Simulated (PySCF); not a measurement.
Job file and geometry (Å, from GFN2-xTB) of an NMR shielding run on `CC[C@]([SiH3])(C#N)C=O`, C5H9NOSi, GIAO PBE0/pcSseg-1 NMR shielding, non-relativistic, gas phase in PySCF; density fitting, a coarse starting grid and PySCF grid level 2 are the driver's defaults:

```
$ OMP_NUM_THREADS=1 python probes_run.py task.json out

{"job": {"kind": "nmr", "xc": "PBE0", "basis": "pcSseg-1"}, "charge": 0, "multiplicity": 1}
C      2.138221     0.119237     0.298650
C      0.849338     0.509723    -0.418020
C     -0.386581    -0.089378     0.268213
Si    -2.010739     0.521294    -0.629807
C     -0.489564     0.328926     1.631474
N     -0.578661     0.676531     2.718749
C     -0.460030    -1.572363     0.148080
O      0.017052    -2.213623    -0.749035
H      2.993828     0.571752    -0.197043
H      2.267036    -0.960882     0.285039
H      2.120975     0.454051     1.334478
H      0.879164     0.139121    -1.444447
H      0.759441     1.598456    -0.445625
H     -2.021646     1.972068    -0.464175
H     -3.154415    -0.105936     0.025900
H     -1.876910     0.118301    -2.025102
H     -1.053508    -2.055247     0.949661
```

Q: What does the program print?

A: 
```
coarse grid: 14784 points
cycle   1  E = -614.6150803377  dE =  1.030e+00  |g| = 8.687e-01  |ddm| = 3.741e+00
cycle   2  E = -613.9723370155  dE =  6.427e-01  |g| = 1.988e+00  |ddm| = 3.152e+00
cycle   3  E = -614.7686460346  dE = -7.963e-01  |g| = 1.552e-01  |ddm| = 2.489e+00
cycle   4  E = -614.7728934953  dE = -4.247e-03  |g| = 9.054e-02  |ddm| = 2.146e-01
cycle   5  E = -614.7744876307  dE = -1.594e-03  |g| = 4.089e-02  |ddm| = 9.215e-02
cycle   6  E = -614.7748208490  dE = -3.332e-04  |g| = 7.458e-03  |ddm| = 3.468e-02
cycle   7  E = -614.7748320054  dE = -1.116e-05  |g| = 2.189e-03  |ddm| = 7.742e-03
cycle   8  E = -614.7748329566  dE = -9.512e-07  |g| = 5.949e-04  |ddm| = 2.776e-03
final grid: 138520 points
cycle   9  E = -614.8319873866  dE = -3.010e-05  |g| = 1.124e-02  |ddm| = 3.642e-02
cycle  10  E = -614.8319256328  dE =  6.175e-05  |g| = 2.124e-02  |ddm| = 2.882e-02
cycle  11  E = -614.8320120085  dE = -8.638e-05  |g| = 2.607e-03  |ddm| = 1.995e-02
cycle  12  E = -614.8320133649  dE = -1.356e-06  |g| = 5.979e-04  |ddm| = 2.330e-03
cycle  13  E = -614.8320134212  dE = -5.635e-08  |g| = 2.981e-04  |ddm| = 5.894e-04
cycle  14  E = -614.8320134403  dE = -1.911e-08  |g| = 5.468e-05  |ddm| = 2.641e-04
cycle  15  E = -614.8320134410  dE = -6.503e-10  |g| = 1.161e-05  |ddm| = 6.484e-05
converged SCF energy = -614.8320134410

GIAO shielding tensors (ppm)
atom      isotropic    diamagn.    paramagn.     s11        s22        s33       span
  0 C      173.399     247.360     -73.961    158.128    174.206    187.863     29.735
  1 C      160.256     246.815     -86.559    147.439    158.282    175.047     27.608
  2 C      142.456     258.429    -115.973    115.141    141.663    170.565     55.424
  3 Si     399.031     880.043    -481.012    353.340    395.350    448.404     95.064
  4 C       63.454     262.207    -198.753    -52.433    -47.584    290.379    342.813
  5 N      -43.841     341.636    -385.477   -219.257   -187.501    275.233    494.490
  6 C      -14.266     247.060    -261.326   -107.835    -24.615     89.651    197.486
  7 O     -340.216     400.584    -740.801   -965.277   -434.593    379.220   1344.497
  8 H       30.654      28.399       2.255     25.809     27.519     38.634     12.825
  9 H       30.605      30.134       0.471     25.937     29.741     36.137     10.200
 10 H       30.282      30.236       0.046     25.206     30.050     35.589     10.383
 11 H       29.220      32.217      -2.997     24.905     28.154     34.601      9.695
 12 H       30.086      31.986      -1.899     24.749     30.085     35.425     10.676
 13 H       27.636      29.131      -1.495     24.565     26.103     32.240      7.675
 14 H       27.396      28.790      -1.393     23.902     25.751     32.535      8.633
 15 H       27.989      29.191      -1.201     24.073     26.606     33.288      9.215
 16 H       21.765      29.006      -7.240     19.511     20.470     25.314      5.803
```

Q: Turn these shieldings into chemical shifts. δ = σ(ref) − σ, references computed at the same level: 13C (186.93 ppm), 29Si (349.16 ppm), 1H (31.72 ppm) vs TMS; 15N (267.73 ppm) against NH3; 17O (336.08 ppm) against H2O.

A: Averaging equivalent atoms: C 6: 201.2; C 4: 123.5; C 2: 44.5; C 1: 26.7; C 0: 13.5; Si 3: -49.9; N 5: 311.6; O 7: 676.3; H 16: 9.95; H 13/14/15: 4.04; H 11: 2.50; H 12: 1.63; H 8/9/10: 1.20 ppm. Unscaled 17O shifts of doubly bonded oxygen tend to come out too high, by tens of ppm or more. Experimental scales use liquid or dissolved standards, which lie at an offset from isolated NH3 (liquid NH3: subtract about 20 ppm) and H2O (liquid H2O: subtract about 36 ppm). Unscaled 15N shifts of sp2 nitrogen come out 20 to 40 ppm too high even then.

Size and cost of the density-fitted run: 188 basis functions, 65 s wall time on 1 thread of an Arm Neoverse N1, shared host; peak memory 0.85 GiB.
